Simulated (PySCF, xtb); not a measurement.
Se(Br)(GeH3) (BrGeH₃Se), SMILES [GeH3][Se]Br.

GFN2-xTB (xtb) at its own geometry gives an orbital gap of 2.66 eV and a dipole moment of 4.97 D.

The structure is a stationary point at ωB97X-D3(BJ)/def2-SVP. This is a generated structure with no PubChem entry under its InChIKey; it may be hypothetical.

**Question.** What does r2SCAN/def2-TZVPD (PySCF) give? (The exact figures need the calculation; the answer reports its results.)

**Answer.** gap 2.60 eV (levels -5.95 and -3.36 eV), dipole 1.70 D.
